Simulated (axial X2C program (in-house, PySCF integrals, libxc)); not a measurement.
**GaSe⁺: cheaper levels and CCSD(T), 2c**

Computed with an in-house relativistic program for diatomic molecules. Two-component (2c) means X2C with spin–orbit coupling and atomic mean-field two-electron Coulomb and Gaunt terms. Basis: Se dyall-cv3z [8s9p6d4f1g], Ga dyall-cv3z [9s9p7d4f1g] (cores contracted in-house); Gaussian nuclei, density fitting, unrestricted open shells. Masses: Se 79.917 u, Ga 68.926 u.

State: Ω = 2 (⟨Sz⟩ = 0.99, ⟨Lz⟩ = 1.01 at HF); fragments Se + Ga+.

```tsv
level	Re (Å)	ωe (cm⁻¹)	De (eV)
PBE0	2.444	170.9	0.576
MP2	2.446	144.5	0.301
BP86	2.465	171.6	0.654
```

Correlated methods: 8 electrons correlated (number of frozen shells: Se 3 s, 2 p, 1 d; Ga 3 s, 2 p, 1 d), 276 virtual spin orbitals or spinors in MP2, 90 natural virtuals in coupled cluster.

CCSD(T), same Hamiltonian and basis:

Re = 2.507 Å, ωe = 136.6 cm⁻¹, De = 0.33 eV; T1 = 0.021 (Lee–Taylor normalisation).

(1) Give the differences from CCSD(T) in the columns below.

Dissociation energies refer to the lowest single-determinant-based atoms at the same level and basis. Density functionals use the spin component along the axis (collinear). CCSD and (T) use frozen natural virtuals with an MP2 correction for the truncation; (T) itself is uncorrected, so its De runs slightly low. Without a current term, density functionals place determinants with orbital angular momentum somewhat too high. The atomic limit has a lower orbital projection than the molecule and lies lower at mean-field level, so De may be about a tenth of an eV too small. The state is one determinant with fixed occupations, lowest in a PBE0 search at one distance only: followed along the bond, the spin-free determinant M_S = 1, Λ = 0 reaches 0.29 eV lower at PBE0, so the state shown is not the lowest. With several unpaired electrons one determinant need not be a pure state. Open-shell Ω = 0 determinants with evenly filled partner blocks cannot be reached by this program, so the Ω shown need not be the lowest component. At some level and bond length an empty orbital lies below a filled one. With the outer-core shells frozen, correlated bond lengths of heavy atoms tend to come out a few hundredths of an ångström too long. The levels of this run spread widely (ωe from 137 to 172 cm⁻¹), so these constants depend on the method.

Answers

(1) 

```json
{"level": "PBE0", "ΔRe (Å)": "-0.063", "Δωe (cm⁻¹)": "34.3", "ΔDe (eV)": "0.25"}
{"level": "MP2", "ΔRe (Å)": "-0.061", "Δωe (cm⁻¹)": "7.9", "ΔDe (eV)": "-0.03"}
{"level": "BP86", "ΔRe (Å)": "-0.042", "Δωe (cm⁻¹)": "35.0", "ΔDe (eV)": "0.32"}
```
